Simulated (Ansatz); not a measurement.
Input (CCSDT(Q)/def2-SVP; Ansatz, a first-principles code):

Ansatz 0.2 input:
```yaml
crystal:
  periodic: [false, false, false]
  atoms:
    - {symbol: Sn, position_ang: [-0.39309016, -0.27580009, 0.28978166]}
    - {symbol: Cl, position_ang: [-0.35355703, 2.03243708, -0.21639703]}
    - {symbol: Cl, position_ang: [1.51627532, -1.19774288, -0.75428899]}
    - {symbol: H, position_ang: [-0.11170280, -0.39979688, 2.01257952]}
basis:
  gaussian:
    orbitals: def2-SVP
magnetization: {spin_polarized: true, initial_magnetization: 1}
correlation: {method: ccsdt_q, electrons: outside_noble_gas}
```

Output:

```
Functional definition: HF
integrals: 0.11 GiB planned
1252 factors; integrals over basis functions are off by at most 2.5e-7 eV
mean field: 0.35 GiB planned
mean field evaluation 1: about -30820.9907 eV, gradient 1.3e1 eV
mean field evaluation 2: about -30821.0028 eV, gradient 1.3e1 eV
mean field evaluation 4: about -30822.4184 eV, gradient 1.5e0 eV
mean field evaluation 8: about -30822.4707 eV, gradient 1.8e-3 eV
mean field evaluation 16: about -30822.4012 eV, gradient 1.5e0 eV
mean field -30822.47072773 eV, -1132.7049070230 hartree, gradient 8.9e-7 eV, S^2 0.761676; 0 other end points of the search recorded, 0 dependent functions left out
19 core orbitals not correlated
reference -30822.47072773 eV, -1132.7049070230 hartree; 10, 9 occupied and 38, 39 virtual orbitals, 1252 factors
second order -8.90308038 eV of doubles, -0.00000000 eV of singles
coupled cluster: 1.73 GiB planned
cycle   1  -9.57137718 eV  change   -6.7e-1 eV  update   8.3e-2
cycle   2  -9.91615005 eV  change   -3.4e-1 eV  update   3.8e-2
cycle   3  -10.11110393 eV  change   -1.9e-1 eV  update   2.4e-2
cycle   4  -10.09583718 eV  change    1.5e-2 eV  update   8.0e-3
cycle   5  -10.09454197 eV  change    1.3e-3 eV  update   4.8e-3
cycle   6  -10.09671488 eV  change   -2.2e-3 eV  update   2.4e-3
cycle   7  -10.09706920 eV  change   -3.5e-4 eV  update   1.3e-3
cycle   8  -10.09730221 eV  change   -2.3e-4 eV  update   5.5e-4
cycle   9  -10.09733162 eV  change   -2.9e-5 eV  update   2.8e-4
cycle  10  -10.09718293 eV  change    1.5e-4 eV  update   1.1e-4
cycle  11  -10.09715639 eV  change    2.7e-5 eV  update   5.7e-5
cycle  12  -10.09719033 eV  change   -3.4e-5 eV  update   2.8e-5
cycle  13  -10.09719763 eV  change   -7.3e-6 eV  update   1.4e-5
cycle  14  -10.09721630 eV  change   -1.9e-5 eV  update   7.2e-6
cycle  15  -10.09722093 eV  change   -4.6e-6 eV  update   3.6e-6
cycle  16  -10.09722087 eV  change    6.3e-8 eV  update   1.9e-6
perturbative correction -0.01993848 eV, -0.0007327257 hartree
Total energy: -30832.58788708 eV, -1133.0767057716 hartree
```
